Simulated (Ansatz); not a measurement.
`FC#[C][GeH2][SiH3]` and `FC#[C][AlH2]` differ in one atom or group.

Ansatz, PBE0-D4/def2-TZVP geometries, multiplicity 1. 

Scalar relativity is left out up to krypton.

```json
{"property": "zero-point energy (PBE0-D4/def2-TZVP) / kJ/mol", "`FC#[C][GeH2][SiH3]`": "138.4"}
{"property": "size of the dipole moment (ωB97M-V/def2-TZVPP) / D", "`FC#[C][GeH2][SiH3]`": "0.67"}
{"property": "HOMO energy (B3LYP/def2-TZVPP) / eV", "`FC#[C][GeH2][SiH3]`": "-7.49"}
{"property": "ideal-gas entropy at 298 K and 1 bar (rigid rotor, harmonic PBE0-D4/def2-TZVP) / J/(mol·K)", "`FC#[C][GeH2][SiH3]`": "377"}
{"property": "LUMO energy (ωB97M-V/def2-TZVPP) / eV", "`FC#[C][GeH2][SiH3]`": "1.82"}
{"property": "HOMO energy (PBE/def2-TZVPP) / eV", "`FC#[C][GeH2][SiH3]`": "-6.52"}
```

(1) What does the change do to each property? (An estimate is asked.)

Answers

(1) Ansatz gave: 
```tsv
property	`FC#[C][AlH2]`	shift
zero-point energy (PBE0-D4/def2-TZVP) / kJ/mol	65.8	-72.6
size of the dipole moment (ωB97M-V/def2-TZVPP) / D	0.15	-0.52
HOMO energy (B3LYP/def2-TZVPP) / eV	-7.73	-0.24
ideal-gas entropy at 298 K and 1 bar (rigid rotor, harmonic PBE0-D4/def2-TZVP) / J/(mol·K)	297	-80
LUMO energy (ωB97M-V/def2-TZVPP) / eV	-0.12	-1.94
HOMO energy (PBE/def2-TZVPP) / eV	-6.69	-0.17
```

With PBE0 the HOMO falls by 0.23 eV and the LUMO falls by 1.93 eV, so the gap narrows by about 1.70 eV. PBE moves the HOMO by -0.17 eV and ωB97M-V by -0.35 eV. The zero-point energy changes by -72.6 kJ/mol with -12 modes. Dipoles are sizes alone; their direction can turn. Modes under 60 cm⁻¹, often nearly free rotors, make the harmonic entropy too high.

B3LYP here is the variant with VWN-RPA as its local correlation; programs differ in this.
